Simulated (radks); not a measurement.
Results of a calculation; reference values are marked as such.
Species: Br4+. Configuration: [Ar] 3d10 4s2 4p1.

Code: a radial shooting solver on a logarithmic mesh with Libxc functionals. Model: scalar-relativistic Kohn-Sham, PBE, spin-polarised, spherical densities, point nucleus; open shells are filled with parallel spins first.

Energy parts (Ry):
part                        energy
total                  -5204.37703
kinetic                 5317.39173
electron-nucleus      -12427.09227
Hartree                 2086.40487
exchange-correlation    -181.08136

Orbitals (lengths in bohr, moments of r in powers of bohr; <r^-3> diverges for s and p1/2):
orbital  occ.  eigenvalue (Ry)  <r^-3>     <r^2>
1s up       1        -982.9529       -  0.002461
1s down     1        -982.9461       -  0.002461
2s up       1        -131.4001       -   0.04235
2s down     1        -131.3967       -   0.04235
2p up       3        -116.3764    1357   0.03349
2p down     3        -116.3701    1357   0.03349
3s up       1        -21.47181       -    0.3490
3s down     1        -21.46234       -    0.3488
3p up       3        -16.72360   197.3    0.3714
3p down     3        -16.71265   197.4    0.3709
3d up       5         -8.86617   23.46    0.4241
3d down     5         -8.85165   23.52    0.4215
4s up       1         -4.99749       -     2.557
4s down     1         -4.88892       -     2.555
4p up       1         -3.89348   23.69     3.231
4p down     0         -3.78307   23.76     3.254

The highest occupied level is 4p up at -52.974 eV. Spin moment in Bohr magnetons: 1. For comparison, the ionisation energy in NIST's Atomic Spectra Database is 59.60 eV (measured). In exact Kohn-Sham theory the highest level is minus the ionisation energy, but local and semilocal functionals leave it too shallow, through self-interaction and a potential that decays too fast; potentials with the right tail come closer. The density falls to 0.001 e/bohr^3 at r = 3.04 bohr. Summed over all electrons, <r^2> = 15.79 bohr^2, which gives a Langevin (diamagnetic) susceptibility term of -12.5 x 10^-6 cm^3/mol.
